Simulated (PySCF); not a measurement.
**Chromium: a sound run and one with changed settings**

Sound run: Cr⁺ [Ar] 3d5, Cr²⁺ [Ar] 3d4. Computed with PySCF 2.14 in aug-cc-pVDZ-DK (7s6p4d2f, 59 functions), with the spin-free X2C one-electron Hamiltonian (Gaussian nucleus). In the sound run the correlated levels freeze [Ar]. The sound run starts from symmetry-adapted Hartree-Fock orbitals and uses a fine grid where one is needed.

A second run was set up differently.

| species | method | sound run (hartree) | changed run (hartree) | converged |
| --- | --- | --- | --- | --- |
| Cr⁺ | UHF | -1049.43264 | -1049.43264 | yes |
| Cr⁺ | BP86 | -1050.66225 | -1050.66225 | no |
| Cr⁺ | PBE | -1050.28442 | -1050.28442 | no |
| Cr⁺ | MP2 | -1049.49879 | -1049.46506 | yes |
| Cr²⁺ | UHF | -1048.87917 | -1048.87919 | yes |
| Cr²⁺ | BP86 | -1050.03308 | -1050.03399 | no |
| Cr²⁺ | PBE | -1049.65557 | -1049.65634 | no |
| Cr²⁺ | MP2 | -1048.91110 | -1048.89605 | yes |

Ionisation energy of Cr⁺:

```csv
method,sound run (eV),changed run (eV)
UHF,15.061,15.060
MP2,15.992,15.484
SCS-MP2,15.371,15.201
```

Question: What was changed?
A. basis contracted for another Hamiltonian
B. angular grid far too coarse
C. level shift left on
D. minimal basis

Answer: C. It used initial guess sap, at most 50 SCF cycles, level shift 2.0 hartree. A level shift leaves the converged SCF energy unchanged but raises the virtual orbital energies, which shrinks MP2 if it is not removed.
